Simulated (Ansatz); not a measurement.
F2H4Si2 (`F[SiH2][SiH2]F`), relaxed with RKS PBE0-D4/def2-TZVP in Ansatz 0.2.0 from a PBE-D4/def2-SVP geometry. The force threshold is 0.005 eV/Å; the program also tests the step.

Total charge 0; spin multiplicity 1.

Start:

```xyz
8

F     2.232    0.517    0.276
Si    0.878    0.435   -0.653
Si   -0.897   -0.460    0.609
F    -1.368    0.628    1.750
H     0.556    1.816   -1.156
H     1.157   -0.470   -1.825
H    -2.066   -0.734   -0.301
H    -0.493   -1.734    1.299
```

(1) By how much does the energy fall, and how many steps does the optimiser take? (An estimate is asked.)

(2) Which bonds change most? (An estimate is asked.)

(3) Give the relaxed structure. (Best estimate.)

Answers

(1) The calculation gave: 6.40 kJ/mol, in 6 steps.

(2) The calculation gave: F1–Si2 from 1.645 to 1.605 Å; Si3–F4 from 1.645 to 1.605 Å; Si3–H7 from 1.507 to 1.487 Å; Si2–H6 from 1.507 to 1.487 Å.

(3) Computed: 
```xyz
8

F     2.206    0.533    0.248
Si    0.879    0.435   -0.648
Si   -0.894   -0.455    0.612
F    -1.359    0.590    1.738
H     0.565    1.794   -1.156
H     1.164   -0.467   -1.796
H    -2.052   -0.711   -0.286
H    -0.508   -1.719    1.288
```
